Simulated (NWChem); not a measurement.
System: C5H9O, doublet; SMILES CC(C)C[C]=O

NWChem input:

```
start job
memory heap 200 mb stack 900 mb global 1100 mb
geometry units angstroms
  C      0.574969     2.091192     0.266902
  C     -0.042410     0.697015     0.293472
  C     -1.443222     0.693163    -0.308843
  C      0.880692    -0.302637    -0.413598
  C      0.531589    -1.754878    -0.244457
  O     -0.325270    -2.248946     0.401174
  H     -0.063408     2.814989     0.796999
  H      1.567380     2.107555     0.744354
  H      0.695121     2.452408    -0.768247
  H     -0.122712     0.371967     1.346193
  H     -1.417953     1.003915    -1.366976
  H     -2.101646     1.394419     0.226592
  H     -1.902477    -0.304300    -0.254345
  H      1.922729    -0.211621    -0.057702
  H      0.938472    -0.108073    -1.499809
end
basis spherical
  * library 6-31g*
end
dft
  odft
  mult 2
  xc hfexch
  iterations 150
end
driver
  maxiter 120
end
task dft optimize
```

NWChem printed, in part:

```
             Northwest Computational Chemistry Package (NWChem) 7.3.0
             --------------------------------------------------------

 C1  symmetry detected

                             Geometry "geometry" -> ""
                             -------------------------

 Output coordinates in angstroms (scale by  1.889725989 to convert to a.u.)

  No.       Tag          Charge          X              Y              Z
 ---- ---------------- ---------- -------------- -------------- --------------
    1 C                    6.0000     0.57707498     2.09003536     0.26413648
    2 C                    6.0000    -0.04120284     0.69629769     0.29277502
    3 C                    6.0000    -1.44029092     0.69160724    -0.31352770
    4 C                    6.0000     0.88332272    -0.30583485    -0.40890317
    5 C                    6.0000     0.53287819    -1.75740082    -0.23676848
    6 O                    8.0000    -0.32611368    -2.24919010     0.40776717
    7 H                    1.0000    -0.06238469     2.81566078     0.79041512
    8 H                    1.0000     1.56812782     2.10713190     0.74437572
    9 H                    1.0000     0.70039679     2.44833206    -0.77165411
   10 H                    1.0000    -0.12470359     0.37419391     1.34615192
   11 H                    1.0000    -1.41181594     0.99943234    -1.37243452
   12 H                    1.0000    -2.09982610     1.39471814     0.21809358
   13 H                    1.0000    -1.90029026    -0.30543356    -0.25760020
   14 H                    1.0000     1.92439272    -0.21444900    -0.05028241
   15 H                    1.0000     0.94431995    -0.11429352    -1.49547543

 Effective nuclear repulsion energy (a.u.)     231.1594552560

                                Z-matrix (autoz)
                                --------

 Units are Angstrom for bonds and degrees for angles

      Type          Name      I     J     K     L     M      Value
      ----------- --------  ----- ----- ----- ----- ----- ----------
    1 Stretch                  1     2                       1.52499
    2 Stretch                  1     7                       1.10109
    3 Stretch                  1     8                       1.10141
    4 Stretch                  1     9                       1.10293
    5 Stretch                  2     3                       1.52482
    6 Stretch                  2     4                       1.53342
    7 Stretch                  2    10                       1.10468
    8 Stretch                  3    11                       1.10311
    9 Stretch                  3    12                       1.10090
   10 Stretch                  3    13                       1.09946
   11 Stretch                  4     5                       1.50316
   12 Stretch                  4    14                       1.10489
   13 Stretch                  4    15                       1.10501
   14 Stretch                  5     6                       1.18116
   15 Bend                     1     2     3               111.55196
   16 Bend                     1     2     4               110.13579
   17 Bend                     1     2    10               108.36308
   18 Bend                     2     1     7               110.96855
   19 Bend                     2     1     8               111.76532
   20 Bend                     2     1     9               111.09216
   21 Bend                     2     3    11               110.92505
   22 Bend                     2     3    12               110.83724
   23 Bend                     2     3    13               111.49687
   24 Bend                     2     4     5               115.98482
   25 Bend                     2     4    14               111.43931
   26 Bend                     2     4    15               111.71285
   27 Bend                     3     2     4               111.66906
   28 Bend                     3     2    10               107.99314
   29 Bend                     4     2    10               106.93914
   30 Bend                     4     5     6               129.35369
   31 Bend                     5     4    14               105.21100
   32 Bend                     5     4    15               107.02946
   33 Bend                     7     1     8               107.69376
   34 Bend                     7     1     9               107.44062
   35 Bend                     8     1     9               107.68768
   36 Bend                    11     3    12               107.50507
   37 Bend                    11     3    13               108.22120
   38 Bend                    12     3    13               107.69565
   39 Bend                    14     4    15               104.64389
   40 Torsion                  1     2     3    11          61.48541
   41 Torsion                  1     2     3    12         -57.86146
   42 Torsion                  1     2     3    13        -177.82506
   43 Torsion                  1     2     4     5         168.98169
   44 Torsion                  1     2     4    14          48.65191
   45 Torsion                  1     2     4    15         -68.00952
   46 Torsion                  2     4     5     6          -3.35983
   47 Torsion                  3     2     1     7          57.06057
   48 Torsion                  3     2     1     8         177.29124
   49 Torsion                  3     2     1     9         -62.40095
   50 Torsion                  3     2     4     5         -66.49845
   51 Torsion                  3     2     4    14         173.17177
   52 Torsion                  3     2     4    15          56.51034
   53 Torsion                  4     2     1     7        -178.35220
   54 Torsion                  4     2     1     8         -58.12153
   55 Torsion                  4     2     1     9          62.18627
   56 Torsion                  4     2     3    11         -62.23869
   57 Torsion                  4     2     3    12         178.41443
   58 Torsion                  4     2     3    13          58.45083
   59 Torsion                  5     4     2    10          51.43723
   60 Torsion                  6     5     4    14         120.27576
   61 Torsion                  6     5     4    15        -128.79075
   62 Torsion                  7     1     2    10         -61.69314
   63 Torsion                  8     1     2    10          58.53753
   64 Torsion                  9     1     2    10         178.84533
   65 Torsion                 10     2     3    11        -179.54050
   66 Torsion                 10     2     3    12          61.11263
   67 Torsion                 10     2     3    13         -58.85097
   68 Torsion                 10     2     4    14         -68.89255
   69 Torsion                 10     2     4    15         174.44602

  xc_inp: hfexch multiplicative factor not found.

                           NWChem Geometry Optimization
                           ----------------------------

 maximum gradient threshold         (gmax) =   0.000450
 rms gradient threshold             (grms) =   0.000300
 maximum cartesian step threshold   (xmax) =   0.001800
 rms cartesian step threshold       (xrms) =   0.001200
 fixed trust radius                (trust) =   0.300000
 source of zmatrix                         =   autoz

          -------------------
          Energy Minimization
          -------------------

 Using diagonal initial Hessian
 Scaling for Hessian diagonals: bonds = 1.00  angles = 0.25  torsions = 0.10

          --------
          Step   0

                                 NWChem DFT Module
                                 -----------------

[...]

      ----------------------
      Optimization converged
      ----------------------

  Step       Energy      Delta E   Gmax     Grms     Xrms     Xmax
  ---- ---------------- -------- -------- -------- -------- --------
@   13    -269.40250379 -2.4D-07  0.00002  0.00001  0.00030  0.00118
                                     ok       ok       ok       ok

                                Z-matrix (autoz)
                                --------

 Units are Angstrom for bonds and degrees for angles

      Type          Name      I     J     K     L     M      Value     Gradient
      ----------- --------  ----- ----- ----- ----- ----- ---------- ----------
    1 Stretch                  1     2                       1.53118    0.00001
    2 Stretch                  1     7                       1.08542   -0.00000
    3 Stretch                  1     8                       1.08605   -0.00000
    4 Stretch                  1     9                       1.08714   -0.00001
    5 Stretch                  2     3                       1.53082   -0.00002
    6 Stretch                  2     4                       1.53685   -0.00002
    7 Stretch                  2    10                       1.08610    0.00000
    8 Stretch                  3    11                       1.08754   -0.00000
    9 Stretch                  3    12                       1.08546   -0.00001
   10 Stretch                  3    13                       1.08335    0.00000
   11 Stretch                  4     5                       1.51679    0.00000
   12 Stretch                  4    14                       1.08743    0.00001
   13 Stretch                  4    15                       1.08656   -0.00002
   14 Stretch                  5     6                       1.16616   -0.00000
   15 Bend                     1     2     3               110.98675    0.00000
   16 Bend                     1     2     4               109.89753    0.00001
   17 Bend                     1     2    10               108.40719   -0.00001
   18 Bend                     2     1     7               110.76548    0.00000
   19 Bend                     2     1     8               111.51241    0.00000
   20 Bend                     2     1     9               111.13086    0.00000
   21 Bend                     2     3    11               110.85441    0.00001
   22 Bend                     2     3    12               110.58646   -0.00000
   23 Bend                     2     3    13               111.55189    0.00000
   24 Bend                     2     4     5               114.99723   -0.00001
   25 Bend                     2     4    14               111.07612   -0.00000
   26 Bend                     2     4    15               111.41067    0.00001
   27 Bend                     3     2     4               111.59817   -0.00001
   28 Bend                     3     2    10               108.25404    0.00000
   29 Bend                     4     2    10               107.56854    0.00000
   30 Bend                     4     5     6               129.97495   -0.00001
   31 Bend                     5     4    14               105.39061   -0.00001
   32 Bend                     5     4    15               107.47346    0.00001
   33 Bend                     7     1     8               107.74601   -0.00001
   34 Bend                     7     1     9               107.65947   -0.00000
   35 Bend                     8     1     9               107.86071   -0.00000
   36 Bend                    11     3    12               107.63717   -0.00000
   37 Bend                    11     3    13               108.28928   -0.00000
   38 Bend                    12     3    13               107.77510   -0.00000
   39 Bend                    14     4    15               105.92313    0.00001
   40 Torsion                  1     2     3    11          61.03787    0.00001
   41 Torsion                  1     2     3    12         -58.26548    0.00001
   42 Torsion                  1     2     3    13        -178.19717    0.00001
   43 Torsion                  1     2     4     5         167.72083   -0.00002
   44 Torsion                  1     2     4    14          48.14938   -0.00000
   45 Torsion                  1     2     4    15         -69.68557   -0.00002
   46 Torsion                  2     4     5     6          -6.89819    0.00002
   47 Torsion                  3     2     1     7          57.30069    0.00001
   48 Torsion                  3     2     1     8         177.28994    0.00000
   49 Torsion                  3     2     1     9         -62.32743    0.00000
   50 Torsion                  3     2     4     5         -68.70996   -0.00002
   51 Torsion                  3     2     4    14         171.71858    0.00000
   52 Torsion                  3     2     4    15          53.88364   -0.00001
   53 Torsion                  4     2     1     7        -178.77345    0.00000
   54 Torsion                  4     2     1     8         -58.78420   -0.00000
   55 Torsion                  4     2     1     9          61.59844    0.00000
   56 Torsion                  4     2     3    11         -61.91232    0.00000
   57 Torsion                  4     2     3    12         178.78434    0.00000
   58 Torsion                  4     2     3    13          58.85265    0.00001
   59 Torsion                  5     4     2    10          49.89129   -0.00002
   60 Torsion                  6     5     4    14         115.77705    0.00001
   61 Torsion                  6     5     4    15        -131.58112    0.00002
   62 Torsion                  7     1     2    10         -61.46546    0.00001
   63 Torsion                  8     1     2    10          58.52379    0.00000
   64 Torsion                  9     1     2    10         178.90643    0.00000
   65 Torsion                 10     2     3    11         179.89626    0.00000
   66 Torsion                 10     2     3    12          60.59292    0.00000
   67 Torsion                 10     2     3    13         -59.33878    0.00000
   68 Torsion                 10     2     4    14         -69.68016    0.00000
   69 Torsion                 10     2     4    15         172.48489   -0.00001

                         Geometry "geometry" -> "geometry"
                         ---------------------------------

 Output coordinates in angstroms (scale by  1.889725989 to convert to a.u.)

  No.       Tag          Charge          X              Y              Z
 ---- ---------------- ---------- -------------- -------------- --------------
    1 C                    6.0000     0.57814191     2.08792811     0.27199239
    2 C                    6.0000    -0.04403520     0.68899888     0.29201580
    3 C                    6.0000    -1.44404668     0.70270041    -0.32700358
    4 C                    6.0000     0.88206897    -0.30565692    -0.42555352
    5 C                    6.0000     0.53012836    -1.76752194    -0.22618416
    6 O                    8.0000    -0.26619689    -2.25818029     0.47027723
    7 H                    1.0000    -0.05493023     2.79817575     0.79439917
    8 H                    1.0000     1.55236121     2.09741835     0.75190146
    9 H                    1.0000     0.70473985     2.44600680    -0.74664813
   10 H                    1.0000    -0.13225470     0.36765389     1.32572917
   11 H                    1.0000    -1.40485493     1.02154085    -1.36601796
   12 H                    1.0000    -2.08985882     1.39411925     0.20505165
   13 H                    1.0000    -1.90553112    -0.27671026    -0.28911090
   14 H                    1.0000     1.90761458    -0.20571429    -0.07803300
   15 H                    1.0000     0.91053882    -0.11995099    -1.49574662

 Effective nuclear repulsion energy (a.u.)     231.4540635316

                Final and change from initial internal coordinates
                --------------------------------------------------

                                Z-matrix (autoz)
                                --------

 Units are Angstrom for bonds and degrees for angles

[...]
```

Level: UHF/6-31G* (spherical d). No stability test was run on the SCF state.
